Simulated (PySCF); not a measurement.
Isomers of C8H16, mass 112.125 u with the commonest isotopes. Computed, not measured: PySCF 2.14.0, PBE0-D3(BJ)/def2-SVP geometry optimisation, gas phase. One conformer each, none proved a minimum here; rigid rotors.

Question: Order these by radius of gyration √(Σ m r²/M), largest first.
A. `[CH3:1][CH2:2][CH2:3][C@@H:4]([CH3:5])[CH:6]1[CH2:7][CH2:8]1` with C1–C2–C3–C4 -178°, C2–C3–C4–C5 174°, C3–C4–C6–C7 160°
B. `[CH2:1]=[C:2]([CH3:3])[CH2:4][C:5]([CH3:6])([CH3:7])[CH3:8]` with C1–C2–C4–C5 -88° (diisobutylene)
C. `[CH3:1][CH:2]([CH3:3])[CH:4]1[CH2:5][CH2:6][CH2:7][CH2:8]1` with C1–C2–C4–C5 -178°, C2–C4–C5–C6 -160°, C4–C5–C6–C7 42°, C5–C6–C7–C8 -34°, C6–C7–C8–C4 13° (isopropylcyclopentane)

Answer: A (2.252 Å), C (2.095 Å), B (2.066 Å).

Question: Order these by rotational constant A, smallest first.
A. `[CH2:1]=[C:2]([CH3:3])[CH2:4][C:5]([CH3:6])([CH3:7])[CH3:8]` with C1–C2–C4–C5 -88° (diisobutylene)
B. `[CH3:1][CH2:2][CH2:3][C@@H:4]([CH3:5])[CH:6]1[CH2:7][CH2:8]1` with C1–C2–C3–C4 -178°, C2–C3–C4–C5 174°, C3–C4–C6–C7 160° (1-methylbutylcyclopropane)
C. `[CH3:1][CH:2]([CH3:3])[CH:4]1[CH2:5][CH2:6][CH2:7][CH2:8]1` with C1–C2–C4–C5 -178°, C2–C4–C5–C6 -160°, C4–C5–C6–C7 42°, C5–C6–C7–C8 -34°, C6–C7–C8–C4 13° (isopropylcyclopentane)

Answer: B (2908 MHz), A (2996 MHz), C (3660 MHz).

Question: Order these by rotational constant C, largest first.
A. `[CH2:1]=[C:2]([CH3:3])[CH2:4][C:5]([CH3:6])([CH3:7])[CH3:8]` with C1–C2–C4–C5 -88°
B. `[CH3:1][CH2:2][CH2:3][C@@H:4]([CH3:5])[CH:6]1[CH2:7][CH2:8]1` with C1–C2–C3–C4 -178°, C2–C3–C4–C5 174°, C3–C4–C6–C7 160° (1-methylbutylcyclopropane)
C. `[CH3:1][CH:2]([CH3:3])[CH:4]1[CH2:5][CH2:6][CH2:7][CH2:8]1` with C1–C2–C4–C5 -178°, C2–C4–C5–C6 -160°, C4–C5–C6–C7 42°, C5–C6–C7–C8 -34°, C6–C7–C8–C4 13°

Answer: A (1211 MHz), C (1067 MHz), B (918.3 MHz).

```tsv
SMILES	point group	Ia (u·Å²)	Ib (u·Å²)	Ic (u·Å²)	κ	μa (D)	μb (D)	μc (D)
CCC[C@@H](C)C1CC1	C1	173.78	413.23	550.34	-0.69	0.00	0.02	0.03
C=C(C)CC(C)(C)C	C1	168.69	371.02	417.47	-0.83	0.22	0.42	0.05
CC(C)C1CCCC1	C1	138.07	372.42	473.52	-0.78	0.04	0.01	0.01
```
